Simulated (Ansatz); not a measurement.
System: sum formula BNH₂Br (charge 0, doublet). It need not be the lowest isomer of its formula. SMILES: N[B]Br
Structure (B3LYP-D3(BJ)/def2-TZVP (Ansatz, a program for electronic structure) minimum search):
```
N
H 1 1.0070
H 1 1.0117 2 114.04
B 1 1.3753 2 122.23 3 -180.00
Br 4 1.9220 1 124.62 2 180.00
```
Charge 0, spin multiplicity 2.

Computed values are from Ansatz. Valence correlation only, unless marked. UHF or UKS for open shells. No spin-orbit coupling. The frozen core is the preceding noble-gas configuration, with the filled d and f shells of earlier blocks. No relativistic terms. Basis-set limits of correlation are two-point, X^-3; Hartree-Fock from the larger set (for Q and 5 zeta extrapolated as (X+1)exp(-9√X)).

**Question.** What is the total energy at CCSD(T)/CBS(cc-pVQZ,cc-pV5Z)?

**Answer.** -2653.3835 Eh.

**Question.** What is the dipole moment at CCSD(T)/aug-cc-pVDZ?

**Answer.** 2.80 D.

**Question.** What is the atomisation energy De at CCSD(T)/CBS(cc-pVQZ,cc-pV5Z)?

**Answer.** 1620.1 kJ/mol.

**Question.** What is the T1 diagnostic at CCSD/cc-pV5Z?

**Answer.** 0.014.
